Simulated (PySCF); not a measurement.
Compound: hexahydropyrrolizine, C7H13N.
Geometry (PBE0-D3(BJ)/def2-SVP, Å), atoms numbered from 1 in this order:
```
atom  x, y, z in Å
C1     2.149    0.001    0.281
C2     1.139    1.128    0.457
C3     0.029    0.737   -0.522
C4    -1.407    1.066   -0.082
C5    -1.872   -0.215    0.605
C6    -1.201   -1.287   -0.255
N7     0.097   -0.736   -0.602
C8     1.244   -1.217    0.152
H9     2.870   -0.086    1.107
H10    2.722    0.147   -0.650
H11    0.747    1.118    1.489
H12    1.548    2.131    0.267
H13    0.237    1.187   -1.510
H14   -1.450    1.956    0.564
H15   -2.038    1.270   -0.961
H16   -1.479   -0.264    1.635
H17   -2.967   -0.311    0.663
H18   -1.804   -1.478   -1.163
H19   -1.086   -2.254    0.258
H20    0.953   -1.575    1.165
H21    1.743   -2.063   -0.353
```

Linear response at wB97X-D/def2-SVPD (PySCF, frozen core in the response, non-relativistic).

Static isotropic polarisability: 85.08 au (12.61 Å³), principal values 75.0, 86.3, 93.9 au.

What is the polarisability at 1064 nm and at the sodium D line?

85.63 au at 1064 nm (+0.6 %), 86.91 au at 589.3 nm (+2.2 %). The rise at 589.3 nm is 3.34 times that at 1064 nm; a pure ω² law gives 3.26. The lowest singlet lies at 205 nm, shorter than both wavelengths.

What is the isotropic C6 coefficient between two such molecules, C6 = (3/π)∫α(iω)² dω?

3294 au (Eh·bohr⁶) by a ten-point quadrature over imaginary frequencies, which is 1970 eV·Å⁶ or 190 J·nm⁶/mol.

Which effective excitation energy ω̄ makes London's formula C6 = (3/4)α²ω̄ exact here?

ω̄ = 4·C6/(3α²) = 0.607 Eh = 16.5 eV. A one-pole form α(ω) = α/(1 − ω²/ω̄²) fitted to the 1064 nm value gives 14.6 eV. London's choice of the ionisation energy (7.70 eV, ΔSCF at the same level) gives C6 = 1540 au, 53 % too low.

The lowest 6 singlets have (eV, f): 6.05, 0.012; 6.54, 0.001; 6.73, 0.014; 6.97, 0.015; 7.45, 0.018; 7.81, 0.017. What share of the static polarisability do they carry in the sum over states α = Σ f/ω²?

1.16 au, 1.4 % of α; the largest term, 0.25 au, is that of the state at 7.45 eV. Their oscillator strengths add up to 0.08. Higher states carry the rest.

What molar refraction at the D line follows from R = (4π/3)·N_A·α′, with α′ the polarisability volume?

α′ = 12.88 Å³ gives R = 32.49 cm³/mol, for isolated, non-vibrating species.

How many electrons N does the Slater–Kirkwood formula C6 = (3/4)·√N·α^(3/2) need to give this C6?

N = (4·C6/3)²/α³ = 31.3; the species has 62 electrons in all.

How anisotropic is the static polarisability, by Δα² = ½[(α1 − α2)² + (α2 − α3)² + (α3 − α1)²]?

Δα = 16.5 au, or 0.19 of the isotropic value.

What three-body coefficient follows from the one-pole estimate C9 = (3/4)·α·C6?

210000 au. This is an estimate from the two numbers above, not a computed integral.

What n − 1 at the D line would an ideal gas of it have at 273.15 K and 1 atm (2.6868 × 10¹⁹ cm⁻³), by n − 1 = 2π·N·α′?

21.74 × 10⁻⁴, a formal value whether or not that pressure can be reached.

One conformer stands for the species.

Note: wB97X-D ran without an empirical dispersion term, which enters the total energy and its gradient alone.
